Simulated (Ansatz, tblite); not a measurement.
Oligo(3-methylthiophene), dithiol: gap (eV) at several levels, gas phase, relaxed structures; Ansatz, xTB through tblite. The structures are stationary points that may keep the symmetry of their start.

```
                                                            species    state            geometry  GFN2-xTB  PBE-D4/def2-SVP  PBE-D4/def2-TZVP  r2SCAN-D4/def2-TZVP  PBE0-D4/def2-TZVP
                                 Cc1cc(-c2sc(-c3sc(S)cc3C)cc2C)sc1S  singlet  r2SCAN-D4/def2-SVP      1.98             2.23              2.18                 2.33               3.59
                      Cc1cc(-c2sc(-c3sc(-c4sc(S)cc4C)cc3C)cc2C)sc1S  singlet  r2SCAN-D4/def2-SVP      1.73             1.92              1.87                 2.01               3.19
Cc1cc(-c2sc(-c3sc(-c4sc(-c5sc(-c6sc(S)cc6C)cc5C)cc4C)cc3C)cc2C)sc1S  singlet     PBE-D4/def2-SVP      1.37             1.51              1.46                 1.56               2.65
```

Q: Estimate the column for PBE0-D4/def2-SVP.

A: Cc1cc(-c2sc(-c3sc(S)cc3C)cc2C)sc1S 3.67; Cc1cc(-c2sc(-c3sc(-c4sc(S)cc4C)cc3C)cc2C)sc1S 3.26; Cc1cc(-c2sc(-c3sc(-c4sc(-c5sc(-c6sc(S)cc6C)cc5C)cc4C)cc3C)cc2C)sc1S 2.71.

Over the 3 species that have every level, the mean is 1.69 at GFN2-xTB, 1.89 at PBE-D4/def2-SVP, 1.84 at PBE-D4/def2-TZVP, 1.97 at r2SCAN-D4/def2-TZVP, 3.21 at PBE0-D4/def2-SVP, 3.14 at PBE0-D4/def2-TZVP. Orbital gaps grow with the share of exact exchange and aren't one observable across functionals.
